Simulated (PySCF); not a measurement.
## Hg⁷⁶⁺: ionisation energy

Hg⁷⁶⁺ [He] 2s2 (1S) → Hg⁷⁷⁺ [He] 2s1 (2S), as a difference of total energies. Computed with PySCF 2.14 in an uncontracted even-tempered set (18 s from 60 bohr⁻², ratio 2.2; 8 p from 91 bohr⁻², ratio 2.4; 5 d from 270 bohr⁻², ratio 2.4; 5 f from 410 bohr⁻², ratio 2.4; 4 g from 620 bohr⁻², ratio 2.4), with scalar relativity by spin-free X2C-1e. Correlated levels: nothing frozen; virtual orbitals above 40 to 60 times the deepest correlated orbital energy dropped. The calculations carry no spin-orbit coupling.

```csv
method,ionisation energy (eV)
UHF,23204.8
LDA,23192.7
PBE,23215.1
PBE0,23212.9
r2SCAN,23201.8
B2PLYP,23210.8
revPBE,23215.4
MP2 (all electrons),23209.3
SCS-MP2 (all electrons),23210.1
```

Q: How much does correlation contribute at MP2 (all electrons)?

A: 23209.3 − (23204.8) = 4.5 eV, measured against UHF.

For this ion Breit and QED terms and the two-electron picture change, all absent here, outweigh the differences among the correlated methods.

For comparison: 23170 ± 110 eV (theoretical estimate listed by NIST; NIST Atomic Spectra Database, ionization energies).
